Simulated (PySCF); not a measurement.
## Diatomic cations of Sn with group 13

CCSD(T) with double-zeta basis sets in PySCF, for the lowest determinant that a PBE0 search found; no spin–orbit coupling. De refers to high-spin ground-configuration atoms (the charge goes to the atom of lower measured ionisation energy or higher electron affinity, which is not always the lowest computed limit).

```
 M               basis  reference, frozen orbitals  charged atom  state (unpaired electrons)  Re (Å)  ωe (cm⁻¹)  De (eV)
 B  cc-pVDZ-PP/cc-pVDZ                      UHF, 5           Sn+          triplet (σ ↑, π ↑)   2.438        373     1.62
Al          x2c-SVPall                     UHF, 23           Al+          triplet (σ ↑, π ↑)   3.074        145     0.90
Ga          cc-pVDZ-PP                      UHF, 8           Ga+          triplet (σ ↑, π ↑)   3.122        103     0.91
In          cc-pVDZ-PP                      UHF, 8           In+          triplet (σ ↑, π ↑)   3.346       78.8     0.71
Tl            def2-SVP                      UHF, 8           Tl+          triplet (σ ↑, π ↑)   3.422       66.3      n/a
```

The shortest bond is that of SnB⁺ (2.438 Å), the longest that of TlSn⁺ (3.422 Å).

The rows differ in basis set, which adds steps of its own.

Down a group the atoms grow and get heavier, so bonds lengthen and wavenumbers fall; this series shows no clear exception.

Correlated steps freeze the inner cores (5 to 23 orbitals); shallow outer-core shells are correlated. Correlated levels converge slowly with the basis: in double zeta they bind strong bonds too weakly, by up to about 1 eV, and carry superposition errors of some tenths. These are scalar-relativistic numbers at best; spin–orbit coupling would shift them, the dissociation energy most. For an ion De counts to the pair picked by the measured ionisation energies or electron affinities, which need not be the lowest pair at this level. States were picked by a PBE0 search and need not be the measured ground states.
